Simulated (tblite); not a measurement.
C₃H₁₀N, charge +1, singlet, at a GFN2-xTB geometry; GFN1-xTB in tblite.

tblite was given this input:
```
$ tblite run mol.xyz --method gfn1 --charge 1 --spin 0 --guess eeq --json tblite.json --no-restart

# file mol.xyz
14

C     -0.39725636    -1.28515272     0.57940966
C      0.09548258     0.13341939     0.36938894
C     -0.99337004     1.06988112    -0.11711552
N      1.19105752     0.10155536    -0.67598328
H     -0.84469694    -1.68443903    -0.32777214
H      0.40505652    -1.94411756     0.90202263
H     -1.15853618    -1.29523998     1.35356128
H      0.54487941     0.51899422     1.28845147
H     -0.61198119     2.07383791    -0.28632852
H     -1.77502768     1.14029938     0.63322578
H     -1.44860097     0.70137169    -1.03339990
H      0.80054989    -0.25809640    -1.55779652
H      1.95847618    -0.51671124    -0.38424334
H      1.56334124     1.04432681    -0.84593620
```

Write the output that tblite gives for this input, abridged.


```
xTB calculator
 | screened Coulomb repulsion
 | Coulomb electrostatics
 |  * isotropic Klopman-Ohno-Mataga-Nishimoto electrostatics
 |  * onsite third-order electrostatics
 | DFT-D3(BJ) dispersion correction

halogen bonding energy    0.0000000000000E+00 Eh
repulsion energy          1.9934183349667E-01 Eh
dispersion energy        -4.1813480926222E-03 Eh
number of electrons       2.6000000000000E+01 e
integral cutoff           1.9731147476801E+01 bohr

------------------------------------------------------------
  cycle        total energy    energy error   density error
------------------------------------------------------------
      1     -14.45285659542  -1.4648017E+01   4.9662096E-01
      2     -14.50885440211  -5.5997807E-02   2.9468529E-01
      3     -14.51126738307  -2.4129810E-03   5.6561924E-02
      4     -14.51227175084  -1.0043678E-03   5.1095783E-03
      5     -14.51229062183  -1.8870993E-05   1.4008609E-03
      6     -14.51229167112  -1.0492907E-06   1.4350702E-04
      7     -14.51229171805  -4.6930227E-08   4.8546932E-05
      8     -14.51229172010  -2.0510740E-09   2.9690076E-06
------------------------------------------------------------

electronic energy        -1.4707452205506E+01 Eh
total energy             -1.4512291720102E+01 Eh

Post processing:
 | Mayer-Wiberg bond orders

[Info] JSON dump of results written to 'tblite.json'
```
